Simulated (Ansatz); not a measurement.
C2H7BFGa (`FBC[CH2][GaH2]`), 12 atoms. Total charge 0; spin multiplicity 1. Correlated methods include outer-core shells of Ga, which these sets cover unevenly. Scalar relativity is left out up to krypton. All runs use 4 threads of an AMD EPYC 9R45 on a shared host. Correlated methods freeze the cores.

Q: How many basis functions does each run have, and how long does it take in Ansatz? RHF-MP2/def2-QZVPP energy; RKS ωB97X-V/def2-TZVPP energy; RKS PBE0-D4/def2-SVP energy; RKS PBE0-D4/def2-QZVPP energy; RKS PBE0-D4/def2-TZVP relaxation (26 steps); RKS BHLYP-D4/def2-TZVPP energy; RHF-CCSD(T)/def2-TZVPP energy; RKS ωB97M-V/def2-QZVPP energy; direct RPA on PBE orbitals/def2-TZVPP energy; RKS PBE0-D4/def2-TZVP frequencies; RHF-CCSD(T)/def2-SVP energy; RKS B2PLYP (frozen core)/def2-TZVPP energy. (Estimate.)

A: Computed: Other jobs shared the machine, so times are rough.

```tsv
level	job	functions	wall time	peak host memory (GiB)
RKS PBE0-D4/def2-SVP	energy	123	0.65 s	0.48
RKS BHLYP-D4/def2-TZVPP	energy	270	1.6 s	0.83
direct RPA on PBE orbitals/def2-TZVPP	energy	270	2.8 s	0.74
RKS B2PLYP (frozen core)/def2-TZVPP	energy	270	2.9 s	0.81
RKS ωB97X-V/def2-TZVPP	energy	270	3.8 s	0.96
RHF-CCSD(T)/def2-SVP	energy	123	4.2 s	0.77
RKS PBE0-D4/def2-QZVPP	energy	527	4.4 s	2.2
RKS ωB97M-V/def2-QZVPP	energy	527	9.5 s	2.7
RHF-MP2/def2-QZVPP	energy	527	13 s	4
RKS PBE0-D4/def2-TZVP	relaxation (26 steps)	214	45 s	0.66
RKS PBE0-D4/def2-TZVP	frequencies	214	100 s	0.66
RHF-CCSD(T)/def2-TZVPP	energy	270	100 s	7.3
```
